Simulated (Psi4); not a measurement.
Pair of molecules, SMILES O with SMILES [C-]#[O+] (the first has 3 atoms); geometry from B3LYP-D3(BJ)/def2-TZVP, rigid monomers moved along the line of their centres of mass till H2···C4 is 2.09 Å.
(charge 0, multiplicity 1):
| atom | x (Å) | y (Å) | z (Å) |
|---|---|---|---|
| O | 0.2961 | -0.4078 | -0.4556 |
| H | 0.1480 | -0.3008 | 0.4915 |
| H | 0.3642 | 0.4860 | -0.8054 |
| C | -0.0197 | -0.1110 | 2.5682 |
| O | -0.0698 | -0.1099 | 3.6901 |

Method: Psi4 with SAPT0/jun-cc-pV(D+d)Z.

Question: Give the four SAPT terms and the total, and say what mostly holds the pair together.

Answer: electrostatics -190.3, exchange 329.0, induction -81.3, dispersion -64.9, total -7.4 meV; the largest attraction is electrostatics.
